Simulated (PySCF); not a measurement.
## Ru: ionisation energy

Ru [Kr] 4d7 5s1 [4d3/2^4 4d5/2^3 5s1/2^1, M_J = 5] → Ru⁺ [Kr] 4d7 [4d3/2^4 4d5/2^3, M_J = 9/2], as a difference of total energies. Computed with PySCF 2.14 in x2c-QZVPPall-2c, with the two-component X2C-1e Hamiltonian. Correlated levels: [Ar] 3d10 frozen; the 34 highest virtual spinors dropped. "Screened" scales the spin-orbit matrix elements by Boettger's factors to mimic the two-electron term; Breit and QED terms are absent.

| method | ionisation energy (eV) | error (eV) |
| --- | --- | --- |
| GHF (spin-free) | 6.294 | -1.067 |
| GMP2 (spin-free) | 7.423 | +0.062 |
| GHF (screened spin-orbit) | 6.287 | -1.074 |
| GMP2 (screened spin-orbit) | 7.415 | +0.054 |

Reference: 7.361 eV (measured; NIST Atomic Spectra Database, ionization energies).

The spin-free rows relax to the high-spin LS determinant and lack the spin-orbit shift.

The labels give the starting determinants; with spin-orbit coupling the two ends relaxed to ⟨J²⟩ = 30.01, ⟨L²⟩ = 12.10, ⟨S²⟩ = 5.97 and ⟨J²⟩ = 24.77, ⟨L²⟩ = 12.13, ⟨S²⟩ = 3.74.
